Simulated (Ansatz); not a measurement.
C₂H₈ClFMoO₄, SMILES `C[O][Mo]([OH])([OH])([F])([Cl])[O]C`, 17 atoms. Charge 0, multiplicity 1. Correlated methods include outer-core shells of Mo, which these sets cover unevenly. Mo takes the def2 core potential. Hardware: A = 4 threads of an AMD EPYC 7R13 on a shared host and a share of an NVIDIA H100 80 GB; B = 4 threads of a server CPU on a shared host. Correlated methods freeze the cores.

Task: Give the basis size and wall time and peak host memory of each of these runs in Ansatz. direct RPA on PBE orbitals/def2-TZVPP energy [A]; RKS ωB97M-V/def2-SVP energy [B]; RHF-CCSD(T)/def2-SVP energy [A]; RKS ωB97M-V/def2-QZVPP energy [A]; RKS PBE0-D4/def2-TZVP relaxation (44 steps) [A]; RKS BHLYP-D4/def2-TZVPP energy [A]; RKS PBE0-D4/def2-SVP energy [B]; RKS PBE0-D4/def2-QZVPP energy [A]; RHF-CCSD(T)/def2-TZVPP energy [A]; RKS r2SCANh-D4/def2-TZVPP energy [A]; RHF-MP2/def2-QZVPP energy [A]; RKS CAM-B3LYP-D4/def2-TZVPP energy [A]. (Best estimate.)

Result: The calculation gave: Other jobs shared the machine, so times are rough.

```csv
level,job,functions,wall time,peak host memory (GiB)
RKS r2SCANh-D4/def2-TZVPP,energy [A],427,8 s,1
RKS PBE0-D4/def2-SVP,energy [B],187,8.1 s,1
RKS PBE0-D4/def2-QZVPP,energy [A],790,10 s,1.4
RKS CAM-B3LYP-D4/def2-TZVPP,energy [A],427,10 s,1
RKS BHLYP-D4/def2-TZVPP,energy [A],427,11 s,1
RKS ωB97M-V/def2-QZVPP,energy [A],790,12 s,1.5
RHF-CCSD(T)/def2-SVP,energy [A],187,13 s,1
direct RPA on PBE orbitals/def2-TZVPP,energy [A],427,16 s,2.1
RHF-MP2/def2-QZVPP,energy [A],790,17 s,1.4
RKS ωB97M-V/def2-SVP,energy [B],187,22 s,1.1
RHF-CCSD(T)/def2-TZVPP,energy [A],427,40 s,2.7
RKS PBE0-D4/def2-TZVP,relaxation (44 steps) [A],342,3.9 min,1
```
